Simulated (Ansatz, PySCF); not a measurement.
System: difluorosilane, SiH$_{2}$F$_{2}$ (charge 0, singlet). SMILES: F[SiH2]F
Structure (B3LYP-D3(BJ)/def2-TZVP (Ansatz, a program for electronic structure) minimum search):
```xyz
5

Si     0.2322    -0.1423     0.3567
F     -0.9008    -0.9574    -0.4083
F      0.3968     1.2663    -0.3659
H      1.4982    -0.8787     0.2366
H     -0.2130     0.0912     1.7376
```

B3LYP/6-31G* beside other levels, property by property. Terms: 6-311+G** with 5d, 6d on Na to Ar in Ansatz; UHF or UKS for open shells; each state is the SCF solution reached for its charge and spin; 6-31G* and kin with 6d, 5d where marked; no dispersion term unless named; atomisation electronic, to ground-state atoms; non-relativistic; no spin-orbit coupling; frozen cores in correlated levels. CBS marks a two-point X^-3 extrapolation of the correlation energy; Hartree-Fock from the larger set. [CCSD(T)-MP2]/basis is that difference in the basis named. Ab initio and DFT rows: single points at B3LYP-D3(BJ) geometries (Ansatz), with unscaled harmonic terms from B3LYP/6-31G* at its own minima, enthalpies of formation by atomisation with measured atoms.

Coupled cluster (Ansatz) is a level with limits of its own, used here on species with T1 under 0.025 (0.045 for open shells) and stable references: (a) RI-MP2/CBS(aug-cc-pV(T+d)Z,aug-cc-pV(Q+d)Z)+[CCSD(T)-MP2]/aug-cc-pV(T+d)Z; (b) CCSD(T)/CBS(cc-pV(T+d)Z,cc-pV(Q+d)Z).

| property | B3LYP/6-31G* (Ansatz) | B3LYP/6-311+G** (Ansatz) | MP2/6-31G* (Ansatz) | M06-2X/def2-TZVPD (PySCF) | to compare with |
|---|---|---|---|---|---|
| atomisation energy (kcal/mol) | 430.6 | 419.7 | 415.6 | 444.1 | 447.9 coupled cluster (b) |
| enthalpy of formation at 298 K (kcal/mol) | -171.1 | -160.3 | -156.2 | -184.7 | -188.5 coupled cluster (b) |
| vertical ionisation energy to the doublet (eV) | 12.50 | 12.79 | 12.67 | 12.99 | 13.18 coupled cluster (a) |

As the rows show:
- atomisation energy: B3LYP/6-31G* lies 17.3 kcal/mol below coupled cluster.
- enthalpy of formation at 298 K: B3LYP/6-31G* lies 17.4 kcal/mol above coupled cluster.
- vertical ionisation energy to the doublet: B3LYP/6-31G* lies 0.68 eV below coupled cluster.

The properties are those with a value to compare with, at most eight drawn at random. No case is left out for the size of its miss. Left out are saddle points of the reference geometry, anions that the best level run finds unbound, excited spin states, species near biochemistry, cases with under five habitual levels, runs that failed or whose electronic state is in doubt, and table entries that another table contradicts.
